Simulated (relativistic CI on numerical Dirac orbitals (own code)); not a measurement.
Method of calculation: Dirac-Coulomb-Breit CI, orbitals from a KLI potential per configuration, QED by a radiative potential, unscaled Slater integrals (own radial code, finite nucleus).

Configurations in the expansion (outside the closed core 1s2): 2s²2p⁵, 2s2p⁶, 2p⁶3s, 2p⁶3p, 2s²2p⁴3s, 2p⁶3d, 2s²2p⁴3p, 2s²2p⁴3d, 2s2p⁵3s, 2s2p⁵3p, 2s2p⁵3d, 2s²2p⁴4s, 2s²2p⁴4p, 2s²2p⁴4d, 2s²2p⁴4f, 2s2p⁵4s, 2s²2p³3s², 2s2p⁵4p, 2s²2p⁴5s, 2s²2p⁴5p, 2s²2p⁴5d, 2s2p⁵4d, 2s²2p⁴5f, 2s²2p⁴5g, 2s2p⁵4f, 2s²2p³3s3p, 2s²2p³3p², 2s²2p³3s3d, 2s²2p³3p3d, 2s2p⁴3s², 2s2p⁴3s3p, 2s²2p³3d², 2s2p⁵5s, 2s2p⁵5p, 2s2p⁵5d, 2s2p⁵5f. Levels of other configurations are missing.

At this charge energies of transitions that change n are usually good to better than 1 %, and those within a shell (Δn = 0) to a few per cent.

Outline of the computed level scheme of Co XIX. Lowest level of each configuration: 2s²2p⁵ ²P°3/2 at 0.000 eV; 2s2p⁶ ²S1/2 at 142.347 eV; 2s²2p⁴3s ⁴P5/2 at 849.125 eV; 2s²2p⁴3p ⁴P°3/2 at 881.369 eV; 2s²2p⁴3d ⁴D5/2 at 926.242 eV.

Some strong electric-dipole decays among the lowest 45 levels: 2s²2p⁴3d ²F5/2 → 2s²2p⁵ ²P°3/2 (6.0e+12 s⁻¹); 2s²2p⁴3d ⁴P3/2 → 2s²2p⁵ ²P°3/2 (4.4e+12 s⁻¹); 2s²2p⁴3d ⁴P1/2 → 2s²2p⁵ ²P°3/2 (3.6e+12 s⁻¹); 2s²2p⁴3s ²P3/2 → 2s²2p⁵ ²P°3/2 (2.2e+12 s⁻¹); 2s²2p⁴3s ²P1/2 → 2s²2p⁵ ²P°1/2 (1.7e+12 s⁻¹); 2s²2p⁴3s ²D3/2 → 2s²2p⁵ ²P°1/2 (1.6e+12 s⁻¹); 2s²2p⁴3s ²P1/2 → 2s²2p⁵ ²P°3/2 (1.5e+12 s⁻¹); 2s²2p⁴3s ²D5/2 → 2s²2p⁵ ²P°3/2 (1.3e+12 s⁻¹).

LS names give the leading component of a level, which can be under half, so a name can repeat, a term be missing and a line seem to break the LS rules.
